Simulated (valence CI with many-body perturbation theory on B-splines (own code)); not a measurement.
# Energy levels of Pd VI

Level of theory: valence CI with perturbative core correlation (CI+MBPT): five valence electrons over a frozen Dirac-Fock core [Kr], radial functions for each j: 7 s, 7 p, 8 d, 6 f, 4 g, 1 h, with the one-electron correlation potential Σ1 (screened to all orders), the two-electron term Σ2, the three-electron term Σ3, Breit, model QED; selected single and double excitations, second order for the rest, scaled by the run's own slope (own B-spline code, finite nucleus).

No measured spectrum was set against this ion. As an estimate, terms of the open shell hold to 2 to 4 % of their energy, and close levels can change places; different configurations can be misplaced against each other by 1,000 to 8,000 cm⁻¹. Among the levels kept, up to 2400 cm⁻¹ of a level comes from second order outside the variational space, and about a tenth of that is noise between levels of different J, which matters for small intervals. The list stops below the first excitations out of the core.

Levels 181 to 211 of 211, with energies above the lowest level, 4d5 6S_5/2. "Leading %" is the weight of the configuration and term that name the level; weights of strongly mixed levels are sums over their largest components and can fall short. In the jj column 3d3/2^4 stands for four electrons in 3d with j = 3/2. Lifetimes count E1, E2, E3, M1 and M2 decay at the calculated energies, and are blank where another channel may lead or the interval is too uncertain; long ones can be off by a factor of two.

| No. | Configuration | Term | J | E (cm⁻¹) | Leading % | Lifetime | Second component | Leading jj |
| --- | --- | --- | --- | --- | --- | --- | --- | --- |
| 181 | 4d4.5p | 4D° | 7/2 | 296120 | 50 | 157 ps | 9 % 4d4.5p 2G° | 4d3/2^2 4d5/2^2 5p3/2 (42 %) |
| 182 | 4d4.5p | 4P° | 5/2 | 296230 | 48 | 99.5 ps | 12 % 4d4.5p 2F° | 4d3/2^2 4d5/2^2 5p3/2 (31 %) |
| 183 | 4d4.5p | 2H° | 9/2 | 296400 | 35 | 78.0 ps | 27 % 4d4.5p 2G° | 4d3/2^2 4d5/2^2 5p3/2 (45 %) |
| 184 | 4d4.5p | 2H° | 9/2 | 296510 | 55 | 173 ps | 14 % 4d4.5p 2G° | 4d3/2 4d5/2^3 5p3/2 (40 %) |
| 185 | 4d4.5p | 4D° | 3/2 | 296700 | 36 | 99.3 ps | 30 % 4d4.5p 4P° | 4d5/2^4 5p1/2 (22 %) |
| 186 | 4d4.5p | 2F° | 7/2 | 297090 | 56 | 113 ps | 10 % 4d4.5p 4G° | 4d3/2^2 4d5/2^2 5p3/2 (44 %) |
| 187 | 4d4.5p | 2P° | 1/2 | 297210 | 49 | 320 ps | 34 % 4d4.5p 2S° | 4d3/2 4d5/2^3 5p3/2 (33 %) |
| 188 | 4d4.5p | 4H° | 13/2 | 297370 | 64 | 179 ps | 30 % 4d4.5p 2I° | 4d3/2 4d5/2^3 5p3/2 (74 %) |
| 189 | 4d4.5p | 2D° | 3/2 | 297450 | 36 | 106 ps | 19 % 4d4.5p 2P° | 4d3/2 4d5/2^3 5p3/2 (46 %) |
| 190 | 4d4.5p | 4D° | 5/2 | 297460 | 28 | 158 ps | 19 % 4d4.5p 4F° | 4d3/2 4d5/2^3 5p3/2 (36 %) |
| 191 | 4d4.5p | 2H° | 11/2 | 297820 | 50 | 75.8 ps | 26 % 4d4.5p 2I° | 4d3/2 4d5/2^3 5p1/2 (46 %) |
| 192 | 4d4.5p | 4G° | 7/2 | 297940 | 30 | 118 ps | 24 % 4d4.5p 2F° | 4d3/2^2 4d5/2^2 5p3/2 (32 %) |
| 193 | 4d4.5p | 4G° | 5/2 | 298090 | 27 | 120 ps | 21 % 4d4.5p 4D° | 4d3/2^2 4d5/2^2 5p3/2 (44 %) |
| 194 | 4d4.5p | 4G° | 9/2 | 298610 | 51 | 138 ps | 21 % 4d4.5p 2H° | 4d3/2^2 4d5/2^2 5p3/2 (55 %) |
| 195 | 4d4.5p | 4D° | 7/2 | 299560 | 40 | 144 ps | 8 % 4d4.5p 2F° | 4d3/2 4d5/2^3 5p3/2 (36 %) |
| 196 | 4d4.5p | 2D° | 5/2 | 300360 | 24 | 98.1 ps | 15 % 4d4.5p 4P° | 4d3/2^2 4d5/2^2 5p3/2 (34 %) |
| 197 | 4d4.5p | 2I° | 13/2 | 300410 | 58 | 160 ps | 35 % 4d4.5p 2K° | 4d3/2 4d5/2^3 5p3/2 (57 %) |
| 198 | 4d4.5p | 2G° | 7/2 | 300430 | 32 | 78.6 ps | 23 % 4d4.5p 2F° | 4d3/2 4d5/2^3 5p3/2 (31 %) |
| 199 | 4d4.5p | 4P° | 3/2 | 300430 | 37 | 112 ps | 31 % 4d4.5p 4F° | 4d3/2 4d5/2^3 5p3/2 (40 %) |
| 200 | 4d4.5p | 4G° | 11/2 | 300920 | 63 | 160 ps | 17 % 4d4.5p 2H° | 4d3/2 4d5/2^3 5p3/2 (74 %) |
| 201 | 4d4.5p | 2G° | 7/2 | 301230 | 46 | 115 ps | 22 % 4d4.5p 2F° | 4d3/2^2 4d5/2^2 5p3/2 (39 %) |
| 202 | 4d4.5p | 2P° | 1/2 | 301340 | 63 | 101 ps | 11 % 4d4.5p 4P° | 4d3/2 4d5/2^3 5p1/2 (32 %) |
| 203 | 4d4.5p | 4F° | 3/2 | 301370 | 34 | 124 ps | 16 % 4d4.5p 4P° | 4d3/2 4d5/2^3 5p3/2 (48 %) |
| 204 | 4d4.5p | 2G° | 9/2 | 301410 | 49 | 146 ps | 33 % 4d4.5p 4F° | 4d3/2 4d5/2^3 5p3/2 (32 %) |
| 205 | 4d4.5p | 2K° | 15/2 | 301730 | 93 | 475 ps | 5 % 4d4.5p 4I° | 4d3/2 4d5/2^3 5p3/2 (62 %) |
| 206 | 4d4.5p | 4P° | 1/2 | 301840 | 75 | 87.7 ps | 8 % 4d4.5p 4D° | 4d3/2 4d5/2^3 5p3/2 (60 %) |
| 207 | 4d4.5p | 2P° | 3/2 | 302130 | 42 | 136 ps | 28 % 4d4.5p 4D° | 4d3/2^2 4d5/2^2 5p3/2 (40 %) |
| 208 | 4d4.5p | 2H° | 11/2 | 302350 | 84 | 68.5 ps | 8 % 4d4.5p 2I° | 4d3/2^2 4d5/2^2 5p3/2 (49 %) |
| 209 | 4d4.5p | 2G° | 9/2 | 302600 | 41 | 105 ps | 23 % 4d4.5p 2H° | 4d3/2^2 4d5/2^2 5p3/2 (28 %) |
| 210 | 4d4.5p | 4F° | 5/2 | 302610 | 39 | 163 ps | 21 % 4d4.5p 4D° | 4d3/2 4d5/2^3 5p3/2 (27 %) |
| 211 | 4d4.5p | 4F° | 7/2 | 303030 | 47 | 186 ps | 21 % 4d4.5p 4D° | 4d3/2^2 4d5/2^2 5p3/2 (32 %) |

Names give the largest LS component (configuration and term), which can be under half, so a name can repeat, a term be missing and a line seem to break the LS rules; names also repeat where a configuration has a term twice.

Where two levels of one J and parity lie close, their mixing, g and order are uncertain.
